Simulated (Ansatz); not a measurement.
`[O]=[Ta]([F])([F])[F]` and `C[O][Ta](=[O])([F])[F]` differ in one atom or group.

Ansatz, PBE0-D4/def2-TZVP geometries, multiplicity 1. Each molecule was computed in one conformer, which needn't be the lowest.

Elements past krypton have def2 core potentials.

| property | `[O]=[Ta]([F])([F])[F]` |
| --- | --- |
| HOMO energy (B3LYP/def2-TZVPP) / eV | -10.01 |
| size of the dipole moment (B3LYP/def2-TZVPP) / D | 1.82 |
| LUMO energy (ωB97M-V/def2-TZVPP) / eV | 0.35 |
| HOMO–LUMO gap (PBE0/def2-TZVPP) / eV | 8.73 |
| ideal-gas entropy at 298 K and 1 bar (rigid rotor, harmonic PBE0-D4/def2-TZVP) / J/(mol·K) | 328 |
| zero-point energy (PBE0-D4/def2-TZVP) / kJ/mol | 25.1 |

Task: Give the same properties after the change, and the shifts. (An estimate is asked.)

Result: The calculation gave: 
```csv
property,`C[O][Ta](=[O])([F])[F]`,shift
HOMO energy (B3LYP/def2-TZVPP) / eV,-9.18,0.83
size of the dipole moment (B3LYP/def2-TZVPP) / D,3.32,1.50
LUMO energy (ωB97M-V/def2-TZVPP) / eV,0.78,0.43
HOMO–LUMO gap (PBE0/def2-TZVPP) / eV,8.63,-0.10
"ideal-gas entropy at 298 K and 1 bar (rigid rotor, harmonic PBE0-D4/def2-TZVP) / J/(mol·K)",387,59
zero-point energy (PBE0-D4/def2-TZVP) / kJ/mol,129.6,104.5
```

With PBE0 the HOMO rises by 0.85 eV and the LUMO rises by 0.75 eV, so the gap narrows by about 0.10 eV. PBE moves the HOMO by 0.79 eV and ωB97M-V by 0.88 eV. The zero-point energy changes by 104.5 kJ/mol with +12 modes. Dipoles are sizes alone; their direction can turn.

B3LYP here is the variant with VWN-RPA as its local correlation; programs differ in this.
